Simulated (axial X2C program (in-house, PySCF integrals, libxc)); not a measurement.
## Spin–orbit effects down a group: molecules with Cl, CCSD(T)

Calculated with an in-house relativistic program for diatomic molecules, spin-free (one-electron X2C) or two-component (2c: spin–orbit coupling with atomic mean-field Coulomb and Gaunt terms, which also bring small scalar terms), in Dyall basis sets with cores contracted in-house; open shells are unrestricted.

Basis sets: C dyall-v3z, Cl dyall-av3z, Ge dyall-cv3z, Pb dyall-cv3z, Si dyall-v3z, Sn dyall-cv3z. Frozen shells (counts by l): CCl Cl 2s1p, C 1s, 11 electrons correlated; SiCl Cl 2s1p, Si 2s1p, 11 electrons correlated; GeCl Ge 3s2p1d, Cl 2s1p, 11 electrons correlated; SnCl Sn 4s3p2d, Cl 2s1p, 11 electrons correlated; PbCl Pb 5s4p3d1f, Cl 2s1p, 11 electrons correlated. Coupled cluster in natural virtuals with an MP2 remainder. Where the outer core of a metal is frozen, bonds come out longer and ionisation energies lower.

```json
{"molecule": "CCl", "spin-free state": "M_S = 1/2, Λ = 1", "Re (Å)": "1.662", "ωe (cm⁻¹)": "867.6", "De (eV)": "3.98", "2c state": "Ω = 1/2", "Re 2c (Å)": "1.662", "ωe 2c (cm⁻¹)": "867.9", "De 2c (eV)": "3.95"}
{"molecule": "SiCl", "spin-free state": "M_S = 1/2, Λ = 1", "Re (Å)": "2.089", "ωe (cm⁻¹)": "522.4", "De (eV)": "4.18", "2c state": "Ω = 1/2", "Re 2c (Å)": "2.089", "ωe 2c (cm⁻¹)": "522.5", "De 2c (eV)": "4.16"}
{"molecule": "GeCl", "spin-free state": "M_S = 1/2, Λ = 1", "Re (Å)": "2.193", "ωe (cm⁻¹)": "395.0", "De (eV)": "3.90", "2c state": "Ω = 1/2", "Re 2c (Å)": "2.194", "ωe 2c (cm⁻¹)": "394.3", "De 2c (eV)": "n/a"}
{"molecule": "SnCl", "spin-free state": "M_S = 1/2, Λ = 1", "Re (Å)": "2.394", "ωe (cm⁻¹)": "342.4", "De (eV)": "3.77", "2c state": "Ω = 1/2", "Re 2c (Å)": "2.397", "ωe 2c (cm⁻¹)": "340.2", "De 2c (eV)": "n/a"}
{"molecule": "PbCl", "spin-free state": "M_S = 1/2, Λ = 1", "Re (Å)": "2.491", "ωe (cm⁻¹)": "306.9", "De (eV)": "3.61", "2c state": "Ω = 1/2", "Re 2c (Å)": "2.511", "ωe 2c (cm⁻¹)": "293.3", "De 2c (eV)": "2.85"}
```

Q: Work out the shifts from the spin-free to the two-component result.

A: 

```csv
molecule,2c state,ΔRe (Å),Δωe (cm⁻¹),ΔDe (eV)
CCl,Ω = 1/2,0.000,0.3,-0.03
SiCl,Ω = 1/2,0.000,0.1,-0.02
GeCl,Ω = 1/2,0.001,-0.7,n/a
SnCl,Ω = 1/2,0.003,-2.2,n/a
PbCl,Ω = 1/2,0.020,-13.6,-0.76
```

Shifts of one unit in the last digit are rounding.

Each entry is the lowest single determinant of a limited PBE0 search at one distance. De goes to single-determinant-based atoms at the same level (for ions the charge split of lowest energy) and is withheld (n/a) where an atom does not fit its ground term or J level. Main or longest-lived isotopes. Some light 2c atoms are not at their ground J level, so De misses part of their lowering (0.04 eV or less).
